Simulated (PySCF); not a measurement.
## Relaxation of doublet MoO₃⁻

All numbers come from PySCF, UB3LYP, basis Mo def2-SVPD with ECP28, O def2-SVPD (scalar-relativistic core potentials, no spin–orbit coupling, density fitting). A (50,194) grid was used.

A hand-made T-shaped start, of C2v symmetry, held to at least that symmetry:

Coordinates in bohr (charge -1 multiplicity 2):
```
Mo    0.0000    0.0000   -0.3945
O     0.0000    0.0000    2.9692
O     3.3616    0.0000   -0.2772
O    -3.3616    0.0000   -0.2772
```

**Question.** What forces act on the atoms at the start (eV/Å)?

**Answer.** 
```
atom     Fx    Fy     Fz
 Mo1   0.00  0.00   6.24
  O2   0.00  0.00  -1.60
  O3   1.14  0.00  -2.32
  O4  -1.14  0.00  -2.32
```

**Question.** What does it relax to?

**Answer.** It ends at D3h with Mo–O 1.752 Å (×3); O–Mo–O 120.0° (×3) (after a last refinement on a finer grid). A frequency run shows 1 imaginary mode, down to 108i cm⁻¹, so it is a saddle point. Other isomers or separated fragments may lie lower.

**Question.** How much energy is released, and in how many steps?

**Answer.** 305.6 kJ/mol in 9 steps.

Other spin states or occupations of the open shell can lie lower.
